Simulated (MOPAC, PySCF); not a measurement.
H5NO3Si, SMILES `[Si](O)(O)(N)O`, neutral singlet in the gas phase. 

Cartesian coordinates (Å):
```xyz
10

N     -0.4204    -1.4674     0.7704
Si    -0.0771     0.1344     0.3153
O      0.6558     0.3919    -1.1348
O      0.9810     0.7860     1.3951
O     -1.5542     0.8413     0.2481
H      0.3116    -2.1382     0.9354
H     -1.2726    -1.9072     0.4632
H      1.5816     0.6452    -1.1036
H      0.7768     0.6572     2.3247
H     -1.6370     1.5847    -0.3540
```
Charge 0, multiplicity 1.

All levels are single points at this geometry (B3LYP-D3(BJ)/def2-TZVP); Pople sets use spherical d functions. Orbital energies aren't observables, and empty levels follow the basis.

```csv
level,HOMO (eV),LUMO (eV),gap (eV),dipole (D),"vertical IE, Delta-SCF (eV)"
B3LYP-D3(BJ)/def2-TZVP in PySCF,-7.30,0.20,7.51,1.06,9.93
PBE-D3(BJ)/def2-TZVP in PySCF,-6.02,-0.28,5.75,1.03,–
B3LYP/6-31G* in PySCF,-6.87,1.19,8.06,1.14,9.63
M06-2X/6-31G* in PySCF,-8.70,2.40,11.10,1.17,–
PBE/6-31G* in PySCF,-5.55,0.58,6.14,1.11,9.14
SVWN5/6-31G* in PySCF,-5.67,0.43,6.10,1.15,9.33
HF/3-21G in PySCF,-11.10,5.93,17.03,1.44,–
HF/STO-3G in PySCF,-8.62,12.64,21.26,0.88,–
PM3 in MOPAC,-8.74,1.49,10.23,0.97,–
```
